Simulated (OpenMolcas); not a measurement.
An atom or ion with 75 electrons was computed by SS-CASPT2, IPEA 0.25 Eh, imaginary shift 0.1 Eh with spin-orbit coupling (OpenMolcas, ANO-RCC-VQZP, DKH2). The lowest levels that the run gave, each within 12 % of the measured value where one is at hand:

| J | Parity | E (cm-1) | g |
| --- | --- | --- | --- |
| 5/2 | even | 0.0 | 1.957 |
| 5/2 | even | 13790 | 1.083 |
| 7/2 | even | 16650 | 1.091 |
| 3/2 | even | 16720 | 1.387 |
| 5/2 | even | 17250 | 1.006 |
| 11/2 | even | 17550 | 1.246 |
| 9/2 | even | 17990 | 1.172 |
| 1/2 | even | 18810 | 1.592 |
| 7/2 | even | 20380 | 1.311 |
| 5/2 | even | 22300 | 1.332 |
| 1/2 | even | 22940 | 1.039 |
| 3/2 | even | 24010 | 1.408 |

**Question.** Which ion is it, and what are the configurations and terms?

**Answer.** Re (Z = 75, neutral; active space 5 electrons in 5 orbitals (5d)). J, parity and g give the terms where levels are pure, and mixed ones are named by the computed weights; the size of the splittings, set against known spectra of the 75-electron sequence, gives the charge. In order, with the measured energies in cm-1 (NIST Handbook of Basic Atomic Spectroscopic Data): 5d5 6s2 6S 5/2, 5d5 6s2 4G 5/2 [28 %], 5d5 6s2 4G 7/2 [66 %] (15058), 5d5 6s2 4D 3/2 [50 %], 5d5 6s2 4G 5/2 [49 %], 5d5 6s2 4G 11/2 (16307), 5d5 6s2 4G 9/2 (16619), 5d5 6s2 4P 1/2 [57 %], 5d5 6s2 4D 7/2 [71 %], 5d5 6s2 4D 5/2 [38 %], 5d5 6s2 4D 1/2 [60 %], 5d5 6s2 4P 3/2 [48 %].

Term energies are means over components that CASPT2 splits; among the terms shown or strongly mixed into the levels shown the widest spread is 260 cm-1 (5d5 6s2 2H). Some high roots are left out of the spin-orbit mixing, which shifts the levels that they would mix with. With the s shell closed, the reference lacks s² → p², s² → d² and s → d mixing, so excited terms can stand far too high and out of order, with CASPT2 too. Computed and measured levels are paired by configuration, term and J; levels that our copy of the source lacks, or whose pairing is in doubt (as where it misses far off the trend of its configuration), stay unpaired and out of the deviations. Levels of configurations outside the active space are missing.

A share in square brackets marks a mixed level and gives the weight of the term that names it.
